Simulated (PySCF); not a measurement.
## How methods differ on the ionisation energy of Zn²⁺

Zn²⁺ [Ar] 3d10 (1S) → Zn³⁺ [Ar] 3d9 (2D), as a difference of total energies. Computed with PySCF 2.14 in aug-cc-pVTZ-PP with ECP10MDF, with a scalar-relativistic core potential. Correlated levels: valence: 3s2 3p6 frozen. The calculations carry no spin-orbit coupling.

```
           method  ionisation energy (eV)
              UHF                  36.994
    MP2 (valence)                  40.081
SCS-MP2 (valence)                  39.721
   CCSD (valence)                  39.408
CCSD(T) (valence)                  39.545
```

Question: How much does correlation contribute at CCSD(T) (valence)?

Answer: 39.545 − (36.994) = 2.551 eV, measured against UHF.

The reference lies between the lowest fine-structure levels, while these numbers refer to the centres of the terms.

Errors of the correlated levels include the incompleteness of this basis and the frozen core.

For comparison: 39.723 eV (measured; NIST Atomic Spectra Database, ionization energies).
